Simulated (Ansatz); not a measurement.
# Relaxing a trial structure of AlGeH2PSi

The starting geometry of this gas-phase singlet was optimised with GFN2-xTB.

```xyz
6

Al    0.5698    1.0412   -0.2575
Ge   -0.5796   -1.1277    0.7192
P    -2.6550   -0.5479    1.3078
Si   -1.8344    1.2371    0.3579
H     1.7711    0.3791   -1.0480
H     0.9748    2.4939    0.1954
```

Question: Predict what it relaxes into with r2SCAN-D4/def2-SVP.

Answer: A new bond forms, giving a structure given below by its coordinates. Contacts that close: Ge2–Si4 (2.70 → 2.57 Å).

The energy falls by 0.63 eV over 8 steps:

```
step  E − E(last) (eV)
   1             0.626
   2             0.369
   3             0.181
   4             0.044
   5             0.001
   6             0.000
   7             0.000
   8             0.000
```

Final geometry (Å):

```xyz
6

Al    0.6622    1.0804   -0.1848
Ge   -0.4649   -0.7255    1.3047
P    -2.6969   -0.6005    1.1435
Si   -1.8408    0.9168   -0.1129
H     1.3230    0.5008   -1.5110
H     1.2640    2.3037    0.6353
```

Frequencies at the end are all real (lowest 114 cm⁻¹). Run with Ansatz 0.2.0, 66 s on 1 thread of Intel(R) Xeon(R) Processor @ 2.50GHz (Skylake/Cascade Lake), on a shared host.
